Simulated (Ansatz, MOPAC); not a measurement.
Dissociation curve of SeAl (cation, charge +1), lowest singlet found (which spin is the ground state isn't settled by this scan). Each curve is given relative to its own lowest point between 2.21 and 2.88 Å, where full CI is lowest.

```csv
R / Å,A,B
2.21,118.6,9.0
2.30,61.3,0.2
2.35,39.6,0.0
2.43,16.5,4.6
2.53,2.6,16.1
2.62,0.0,29.6
2.72,4.1,45.6
2.88,18.7,69.5
```

Energies in kJ/mol.

**Question.** Which curve belongs to which method? The methods are full CI/cc-pVDZ, cores with 3d frozen (Ansatz, an electronic-structure program); MOPAC with PM6, restricted, heats of formation.

**Answer.** A is PM6; B is FCI.

The scan ran from 1.74 to 8.17 Å; beyond the distances shown full CI changes its symmetry label. The restricted form behind PM6 keeps the bonding electrons paired and can't separate into open-shell fragments. Also computed but left out beside FCI, since their determinant holds another spin at the minimum (<S²> over 0.7 above the pure value): UMP2, UKS-PBE, UKS-PBE0, UKS-B3LYP/6-31G*.
